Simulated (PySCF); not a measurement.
**Ta²⁺: excitation energy**

Ta²⁺ [Xe] 4f14 5d3 (4F) → Ta²⁺ [Xe] 4f14 5d2 6p1 (high-spin determinant), as a difference of total energies. Computed with PySCF 2.14 in def2-TZVPPD with the def2 core potential (60 electrons) (6s5p3d2f1g, 59 functions), with a scalar-relativistic core potential. Correlated levels: valence: 5s2 5p6 frozen; valence and next inner shell: nothing frozen outside the core potential. The calculations carry no spin-orbit coupling.

```csv
method,excitation energy (cm⁻¹)
UHF,55443
LDA,56117
PBE,56125
PBE0,57168
r2SCAN,57121
BLYP,55195
TPSS,55666
TPSSh,56144
r2SCANh,57449
MP2 (valence),56135
SCS-MP2 (valence),55674
MP2 (valence and next inner shell),56648
SCS-MP2 (valence and next inner shell),56385
```

The determinant of the upper state mixes LS terms, which raises its energy above the lowest term, most at the Hartree-Fock and MP2 levels.
